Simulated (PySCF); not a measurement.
A species of formula C5H9NSi has this rotational fingerprint, computed with PBE0/def2-SVPD in PySCF (dipole) on a GFN2-xTB geometry, gas phase:

```
Rotational constants : A = 6147, B = 1128, C = 1008 MHz
Dipole components    : |μa| = 3.45 D, |μb| = 2.07 D, |μc| = 0.55 D
Inertial defect      : -29.01 u·Å²
κ                    : -0.95
```

Task: Which candidate fits, each taken in the one conformer that was computed?
A. `[N:1]#[C:2][CH2:3][CH:4]1[CH2:5][SiH2:6][CH2:7]1` with C2–C3–C4–C5 65°, C3–C4–C5–Si6 134°, C4–C5–Si6–C7 -10°, C5–Si6–C7–C4 10°, C3–C4–C7–Si6 -134°
B. `[CH3:1]/[CH:2]=[N:3]/[C@@H:4]1[CH:5]=[CH:6][SiH2:7]1` with C2–N3–C4–C5 16°
C. `C/N=C\C#CC[SiH3]`

Result: A. It is N#CCC1C[SiH2]C1, a near-prolate asymmetric top, point group C1. The candidates at the same level (rigid rotor, commonest isotopes):

```
                 SMILES  A (MHz)  B (MHz)  C (MHz)  μa (D)  μb (D)  μc (D)  Δ (u·Å²)  point group                        rotor
        N#CCC1C[SiH2]C1     6147     1128     1008    3.45    2.07    0.55    -29.01           C1  near-prolate asymmetric top
       C/N=C\C#CC[SiH3]     5571    768.3    746.2    2.69    0.45    1.10    -71.26           C1  near-prolate asymmetric top
C/C=N/[C@@H]1C=C[SiH2]1     4677     1314     1193    0.34    0.94    1.09    -69.11           C1  near-prolate asymmetric top
```

`C/N=C\C#CC[SiH3]` has B 32 % too low; `C/C=N/[C@@H]1C=C[SiH2]1` has A 24 % too low. No structure here is proved a minimum.
